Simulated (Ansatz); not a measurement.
Other settings, tried on Li7H8⁻ (the lowest singlet isomer of a short search).

```yaml
crystal:
  periodic: [false, false, false]
  atoms:
    - {symbol: Li, position_ang: [0.333451, -0.491024, 0.016642]}
    - {symbol: Li, position_ang: [1.544095, 0.956357, -1.713446]}
    - {symbol: Li, position_ang: [0.113766, 0.102888, -3.575089]}
    - {symbol: Li, position_ang: [-1.343507, -0.978586, -1.855212]}
    - {symbol: Li, position_ang: [1.347987, 0.972756, 1.855314]}
    - {symbol: Li, position_ang: [-0.249039, 0.096475, 3.568169]}
    - {symbol: Li, position_ang: [-1.513359, -1.001967, 1.714776]}
    - {symbol: H, position_ang: [-1.882856, -0.596994, 3.397964]}
    - {symbol: H, position_ang: [0.528222, -0.646638, -1.804252]}
    - {symbol: H, position_ang: [-1.547860, -1.024099, -0.076224]}
    - {symbol: H, position_ang: [0.982986, 1.385132, 3.537783]}
    - {symbol: H, position_ang: [1.355726, 1.372997, -3.423580]}
    - {symbol: H, position_ang: [0.348294, -0.645234, 1.848124]}
    - {symbol: H, position_ang: [1.521005, 1.063780, 0.074698]}
    - {symbol: H, position_ang: [-1.538911, -0.565833, -3.565668]}
basis:
  gaussian: {orbitals: "6-31++G**", fitting: {mean_field: def2-universal-jkfit}}
total_charge: -1
hamiltonian: {xc: {name: PBE0}}
output: {forces: true}
```

```sh
$ ansatz run in.yaml --threads 4 --pin off --events-out ev --progress --plain --max-ram 3916MiB
```

Output, abridged:

```
Functional definition: PBE0
501 factors; integrals over basis functions are off by at most 3.6e-1 eV
mean field evaluation 1: about -1559.1725 eV, gradient 2.4e1 eV
mean field evaluation 2: about -1561.5018 eV, gradient 7.4e0 eV
mean field evaluation 4: about -1561.8178 eV, gradient 1.3e-1 eV
mean field evaluation 8: about -1561.8124 eV, gradient 5.3e-4 eV
mean field -1561.81235929 eV, -57.3955455694 hartree, gradient 6.5e-5 eV, S^2 0.000000; 0 other end points of the search recorded, 0 dependent functions left out
reference -1561.81248685 eV, -57.3955502574 hartree; 15, 15 occupied and 166, 166 virtual orbitals, 501 factors
Total energy: -1561.81248685 eV, -57.3955502574 hartree
Atom 0 at     0.333451    -0.491024     0.016642 Å, force     0.028987    -0.044208     0.001784 eV/Å
Atom 1 at     1.544095     0.956357    -1.713446 Å, force     0.063883     0.056170     0.013591 eV/Å
Atom 2 at     0.113766     0.102888    -3.575089 Å, force    -0.000907     0.001969    -0.053006 eV/Å
Atom 3 at    -1.343507    -0.978586    -1.855212 Å, force    -0.070789    -0.045216     0.004381 eV/Å
Atom 4 at     1.347987     0.972756     1.855314 Å, force     0.067389     0.048881    -0.004259 eV/Å
Atom 5 at    -0.249039     0.096475     3.568169 Å, force    -0.003263     0.004111     0.053096 eV/Å
Atom 6 at    -1.513359    -1.001967     1.714776 Å, force    -0.074337    -0.040120    -0.013787 eV/Å
Atom 7 at    -1.882856    -0.596994     3.397964 Å, force    -0.111431    -0.034070     0.088290 eV/Å
Atom 8 at     0.528222    -0.646638    -1.804252 Å, force     0.053455    -0.075367    -0.006121 eV/Å
Atom 9 at    -1.547860    -1.024099    -0.076224 Å, force    -0.049604     0.011501    -0.002280 eV/Å
Atom 10 at     0.982986     1.385132     3.537783 Å, force     0.064935     0.088856     0.096625 eV/Å
Atom 11 at     1.355726     1.372997    -3.423580 Å, force     0.076321     0.086299    -0.090052 eV/Å
Atom 12 at     0.348294    -0.645234     1.848124 Å, force     0.050961    -0.076642     0.009418 eV/Å
Atom 13 at     1.521005     1.063780     0.074698 Å, force     0.008189     0.049846     0.000454 eV/Å
Atom 14 at    -1.538911    -0.565833    -3.565668 Å, force    -0.103790    -0.032012    -0.098134 eV/Å
Dipole moment:     0.436462    -0.642124     0.021001 e Å
```

Run time 2.8 s (4 threads of Arm Neoverse V2 on a shared host).

The 6-31G sets use Cartesian d functions.

The dipole of an ion depends on the origin.
